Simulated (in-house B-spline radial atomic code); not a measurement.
Ionising Ga V (Ga4+) with different functionals

Computed with an all-electron radial atomic-structure program (B-spline basis): scalar-relativistic (spin-free X2C) Hamiltonian, Fermi nucleus of rms radius 3.9973 fm, spin-polarised at highest spin, spherical fractional occupations for the functionals, the average over the highest-spin determinants for Hartree-Fock. The ionisation energy is the difference of two self-consistent energies, [Ar] 3d9 → [Ar] 3d8, without Breit or QED terms; ε is the level of the shell that loses the electron (its least bound occupied spin orbital). There is no spin-orbit coupling in this Hamiltonian.

Hybrids are left out here: with spherical fractional occupations of an open shell their exact exchange keeps a self-interaction that integer-occupation calculations don't have.

```tsv
method	rung	ΔSCF (eV)	-ε(3d) (eV)
Hartree-Fock	Hartree-Fock	84.73	88.42
LDA VWN5	LDA	87.66	75.41
LDA PW92	LDA	87.65	75.40
LDA exchange-only	LDA	85.55	73.39
PBE	GGA	87.27	75.03
PBEsol	GGA	87.24	75.00
BLYP	GGA	87.21	74.99
RPBE	GGA	87.16	74.92
PW91	GGA	87.42	75.18
BP86	GGA	87.35	75.11
AM05	GGA	87.27	75.03
OLYP	GGA	87.59	75.34
TPSS	meta-GGA	87.11	74.89
SCAN	meta-GGA	87.34	75.24
r2SCAN	meta-GGA	87.40	75.28
revTPSS	meta-GGA	86.96	74.75
```

(1) How do they compare with the NIST value?

## Answers

(1) NIST lists 86.0 eV ± 0.12 (semi-empirical, ground level to ground level). Errors run from -1.28 to +1.65 eV. The correlated functionals all miss on the same side by more than they spread, so the cause is common to them (spin-orbit coupling, Breit-QED terms, multiplet and fine-structure energies, or a listed next ion that isn't the cheapest removal here) and closeness doesn't rank the functionals. Hartree-Fock also lacks correlation.
